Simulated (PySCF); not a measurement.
Compound: C3H5F2PSi.
Geometry (PBE0-D3(BJ)/def2-SVP, Å), atoms numbered from 1 in this order:
```
atom  x, y, z in Å
F1     1.6206    2.0714   -1.3517
C2     1.5853    1.1318   -0.4551
C3     2.2009    0.2468    0.2452
C4     0.6518    0.3875    0.4139
Si5   -0.4727   -0.9421   -0.2825
F6     0.3992   -1.7188   -1.4228
P7    -2.2453    0.0235   -1.2884
H8     3.0619   -0.3201    0.5798
H9     0.2817    0.8897    1.3284
H10   -0.8509   -1.9532    0.7477
H11   -2.6456    0.6216   -0.0509
H12   -3.1110   -1.1015   -1.1251
```

Method: PBE0-D3(BJ)/def2-SVP geometry optimisation, gas phase in PySCF 2.14.0.

Masses are those of the commonest isotopes; rigid-rotor values at the optimised geometry. The values belong to one conformer with, in the numbering `[F:1][C:2]1=[CH:3][C@@H:4]1[Si@H:5]([F:6])[PH2:7]`, C3–C4–Si5–F6 -21°, C4–Si5–P7–H -61° and -155°.

Q: What are A, B and C (cm⁻¹)?

A: Ia = 202.35, Ib = 443.47, Ic = 535.68 u·Å²; 505379 MHz·u·Å²/I gives 2498, 1140 and 943.4 MHz, that is A = 0.08331, B = 0.03801, C = 0.03147 cm⁻¹.

Q: Classify the top.

A: An asymmetric top: κ = (2 × 1140 − 2498 − 943.4)/(2498 − 943.4) = -0.75.

Q: What does the inertial defect say?

A: Not planar: Δ = Ic − Ia − Ib = -110.14 u·Å². For a rigid frame Δ = −2 Σ m c², so Σ m c² = 55.07 u·Å² lies off the ab plane: 7.82 from hydrogen and 47.25 from heavier atoms. The atom farthest from that plane is 2.04 Å away.

Q: Predict some low-J microwave lines.

A: The dipole components are |μa| = 0.35 D, |μb| = 0.59 D, |μc| = 2.19 D. Intensities carry the squares of the components, which stand as 0.03 : 0.07 : 1.00 (a : b : c). Some lines, for components of 0.1 D or more:

| type | branch | J(Ka,Kc) | MHz | lower level (cm⁻¹) |
| --- | --- | --- | --- | --- |
| c | Q | 5(1,5) ← 5(0,5) | 493 | 1.021 |
| b | R | 4(2,2) ← 3(3,1) | 1308 | 0.854 |
| a | Q | 5(1,4) ← 5(1,5) | 2908 | 1.038 |
| c | Q | 5(2,4) ← 5(1,4) | 2994 | 1.135 |
| b | Q | 3(3,1) ← 3(2,2) | 7292 | 0.611 |
| a | R | 4(3,2) ← 3(3,1) | 8368 | 0.854 |
| b | R | 2(2,1) ← 1(1,0) | 8436 | 0.121 |
| b | R | 2(2,0) ← 1(1,1) | 8652 | 0.115 |
| c | Q | 5(5,1) ← 5(4,1) | 13064 | 1.821 |
| b | R | 3(3,1) ← 2(2,0) | 13522 | 0.403 |
| c | R | 3(3,0) ← 2(2,0) | 13523 | 0.403 |
| c | R | 5(2,4) ← 4(1,4) | 15753 | 0.709 |
| b | R | 5(3,2) ← 4(2,3) | 17849 | 0.889 |
| c | R | 4(4,1) ← 3(3,1) | 18528 | 0.854 |
| b | R | 5(4,2) ← 4(3,1) | 20611 | 1.134 |
| c | R | 5(5,1) ← 4(4,1) | 23523 | 1.472 |

Whether it is a minimum is left open (no frequencies). Zero-point vibration and centrifugal distortion are left out.
